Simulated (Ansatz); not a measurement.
Cost and result up the ladder for H3Au3 (6 atoms). Charge 0, multiplicity 1. Geometry: PBE-D4/def2-TZVP.

```tsv
atom	x (Å)	y (Å)	z (Å)
Au1	-0.303	-0.603	-0.454
Au2	0.829	1.237	1.057
Au3	2.009	-1.138	0.730
H4	-0.076	2.533	1.075
H5	-0.786	-1.828	-1.293
H6	-1.673	-0.200	-1.116
```

Ansatz on 2 threads of Arm Neoverse V2 on a shared host. Times are rough, and most runs start from the orbitals of an earlier one. PBE0-D4/def2-TZVP serves as the yardstick here, not as an exact answer. Binding counts from free atoms at the same level (Au doublet, H doublet; other spins of the atoms weren't run), without zero-point energy or a counterpoise term.

In the def2 sets Au takes a core potential; there is no spin–orbit coupling. HSE06 is defined as in plane-wave codes, on full-range PBE exchange. Correlated methods freeze no core orbitals; core or outer-core shells of Au are correlated, in sets that lack core-valence functions. No other spin state of charge 0 was run. Another isomer (singlet) lies 0.24 eV lower at PBE0-D4/def2-TZVP; other spin states weren't run for this one.

Correlated methods converge slowly with the basis.

```csv
level,functions,wall time,binding energy per atom (eV),difference from PBE0-D4/def2-TZVP (eV),remarks
PBE-D4/def2-TZVP (with forces),138,3.8 s,1.97,0.14,–
HSE06-D4/def2-TZVP,138,4.2 s,1.83,0.01,–
PBE0-D4/def2-TZVP,138,5.5 s,1.83,0.00,–
r2SCAN-D4/def2-TZVP,138,7.5 s,2.02,0.19,–
r2SCANh-D4/def2-TZVP,138,8 s,1.96,0.13,–
CCSD(T)/def2-TZVP,138,2.8 min,1.84,0.01,test for broken spin undecided
```
